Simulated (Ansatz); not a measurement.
Reaction (cleavage of the Al–Si bond): `C[SiH](C)[AlH][NH2]` + H₂Se → `[NH2][AlH][SeH]` + `C[SiH2]C`

Calculated with Ansatz (gas phase, PBE0-D4/def2-TZVP geometries, no zero-point term in ΔE). CBS: MP2 limit from def2 TZ/QZ plus the TZ coupled-cluster correction, frozen cores. Functionals use def2-TZVPP. For Se outer-core shells are correlated without core-valence functions, which leaves a few kJ/mol of doubt a bond. Scalar relativity is left out up to krypton. One conformer a species, not always the lowest.

`C[SiH](C)[AlH][NH2]`:

Z-matrix (Å, degrees):
```
C
Si 1 1.886
H 1 1.093 2 110.9
H 1 1.093 2 111.2 3 120.0
H 1 1.093 2 111.0 3 -119.9
C 2 1.886 1 109.6 3 56.3
Al 2 2.458 1 111.5 3 -178.5
H 2 1.499 1 107.5 3 -59.8
H 6 1.092 2 111.2 1 -177.9
H 6 1.093 2 110.6 1 -57.9
H 6 1.093 2 111.1 1 62.0
N 7 1.773 2 117.8 1 4.6
H 7 1.592 2 126.6 1 -175.1
H 12 1.008 7 125.1 2 179.5
H 12 1.007 7 124.8 2 0.1
```

H₂Se:

Cartesian coordinates in Å:
```
Se -0.503 0.295 0.358
H 0.913 0.014 0.617
H -0.410 -0.309 -0.975
```

`[NH2][AlH][SeH]`:

```xyz
7

N    -1.126   -0.301   -0.915
Al    0.101    0.393    0.143
Se    1.644   -1.060    1.094
H    -1.219   -1.276   -1.148
H    -1.841    0.239   -1.375
H     0.137    1.944    0.426
H     2.303    0.061    1.775
```

`C[SiH2]C`:

Cartesian coordinates in Å:
```
C 0.920 -0.469 -1.198
Si -0.633 -0.315 -0.164
C -0.348 0.754 1.346
H 0.746 -1.094 -2.076
H 1.730 -0.920 -0.619
H 1.257 0.512 -1.542
H -1.082 -1.672 0.264
H -1.725 0.273 -0.992
H 0.434 0.330 1.981
H -1.259 0.838 1.944
H -0.040 1.762 1.057
```

```csv
level,ΔE (kJ/mol)
ωB97X-V,-126.3
ωB97M-V,-132.5
r2SCAN,-130.2
HF/def2-TZVPP,-146.0
MP2/def2-TZVPP,-137.8
SCS-MP2/def2-TZVPP,-135.8
HF/def2-QZVPP,-145.9
MP2/CBS(def2),-141.5
```

Task: What does CCSD(T)/CBS give? (Best estimate.)

Result: Computed: -130.7 kJ/mol. The listed levels differ from it by 4.4, -1.8, 0.5, -15.3, -7.1, -5.1, -15.2, -10.8 kJ/mol.

Largest T1 diagnostic among the species: 0.011.

In def2-TZVPP, CCSD(T) changes the Hartree–Fock value by +18.9 kJ/mol (the triples alone add +2.3 kJ/mol) and MP2 by +8.2 kJ/mol. The D4 term adds +3.5 kJ/mol with B3LYP and +2.5 kJ/mol with PBE0; it sums over pairs of atoms, weighted by their polarisabilities, and B3LYP, whose exchange is more repulsive, gets the larger term.

B3LYP here is the variant with VWN-RPA as its local correlation; programs differ in this.
